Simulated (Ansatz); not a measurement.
CH6AlBFN (`CB(F)[NH][AlH2]`), 11 atoms. The species carries charge 0 and has multiplicity 1. All runs use 4 threads of a server CPU on a shared host. Correlated methods freeze the cores.

Problem. How many basis functions does each run have, and how long does it take in Ansatz? RKS PBE0-D4/def2-QZVPP energy; direct RPA on PBE orbitals/def2-TZVPP energy; RKS CAM-B3LYP-D4/def2-TZVPP energy; RKS ωB97M-V/def2-SVP energy; RKS PBE0-D4/def2-SVP energy; RKS PBE0-D4/def2-TZVPP energy; RKS PBE0-D4/def2-TZVP frequencies; RHF-CCSD(T)/def2-TZVPP energy; RHF-MP2/def2-QZVPP energy; RHF-CCSD(T)/def2-SVP energy; RKS LC-ωPBE/def2-TZVPP energy; RKS PBE0-D4/def2-TZVP relaxation (7 steps). (Best estimate.)

Solution. Computed: Other jobs shared the machine, so times are rough.

```json
{"level": "RKS PBE0-D4/def2-SVP", "job": "energy", "functions": "104", "wall time": "0.8 s", "peak host memory (GiB)": "0.22"}
{"level": "RKS LC-ωPBE/def2-TZVPP", "job": "energy", "functions": "250", "wall time": "1.9 s", "peak host memory (GiB)": "0.44"}
{"level": "RKS PBE0-D4/def2-TZVPP", "job": "energy", "functions": "250", "wall time": "2 s", "peak host memory (GiB)": "0.56"}
{"level": "RKS CAM-B3LYP-D4/def2-TZVPP", "job": "energy", "functions": "250", "wall time": "2.4 s", "peak host memory (GiB)": "0.64"}
{"level": "RHF-CCSD(T)/def2-SVP", "job": "energy", "functions": "104", "wall time": "3.1 s", "peak host memory (GiB)": "0.47"}
{"level": "RKS ωB97M-V/def2-SVP", "job": "energy", "functions": "104", "wall time": "3.2 s", "peak host memory (GiB)": "0.31"}
{"level": "direct RPA on PBE orbitals/def2-TZVPP", "job": "energy", "functions": "250", "wall time": "4.1 s", "peak host memory (GiB)": "0.59"}
{"level": "RKS PBE0-D4/def2-QZVPP", "job": "energy", "functions": "478", "wall time": "5.5 s", "peak host memory (GiB)": "1.6"}
{"level": "RHF-MP2/def2-QZVPP", "job": "energy", "functions": "478", "wall time": "14 s", "peak host memory (GiB)": "2.9"}
{"level": "RKS PBE0-D4/def2-TZVP", "job": "relaxation (7 steps)", "functions": "197", "wall time": "18 s", "peak host memory (GiB)": "0.47"}
{"level": "RHF-CCSD(T)/def2-TZVPP", "job": "energy", "functions": "250", "wall time": "89 s", "peak host memory (GiB)": "5.4"}
{"level": "RKS PBE0-D4/def2-TZVP", "job": "frequencies", "functions": "197", "wall time": "100 s", "peak host memory (GiB)": "0.48"}
```

LC-ωPBE has ω = 0.4 bohr⁻¹.
